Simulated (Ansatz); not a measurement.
A run for Ansatz (an electronic-structure program): R-B3LYP/def2-TZVPP on C3H4 (SMILES C1=CC1).

Ansatz 0.2 input:
```yaml
crystal:
  periodic: [false, false, false]
  atoms:
    - {symbol: C, position_ang: [-0.56652226, 0.66452066, 0.09785224]}
    - {symbol: C, position_ang: [-0.62891486, -0.60910804, -0.07455540]}
    - {symbol: C, position_ang: [0.76112323, -0.03527634, -0.01483168]}
    - {symbol: H, position_ang: [-1.06276677, 1.60844033, 0.23277818]}
    - {symbol: H, position_ang: [-1.21518302, -1.50285305, -0.18838667]}
    - {symbol: H, position_ang: [1.36808728, -0.18569191, 0.87665576]}
    - {symbol: H, position_ang: [1.34427640, 0.05996835, -0.92951242]}
basis:
  gaussian:
    orbitals: def2-TZVPP
hamiltonian:
  xc: {name: B3LYP}
scf: {lower_state_search: off}
```

Problem. Predict the final total energy.

Solution. -116.6689 hartree.
